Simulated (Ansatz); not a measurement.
Q: Name a neutral molecule of C, P, S, Sn and H with LUMO energy (PBE/def2-TZVPP) between -1.60 and -1.30 eV and HOMO–LUMO gap (PBE/def2-TZVPP) between 4.00 and 4.30 eV (Ansatz, PBE0-D4/def2-TZVP geometry).

A: `PS[CH2][SnH3]` (-1.30 eV, 4.16 eV). Other molecules can fit too; these were computed, each in one conformer that needn't be the lowest.
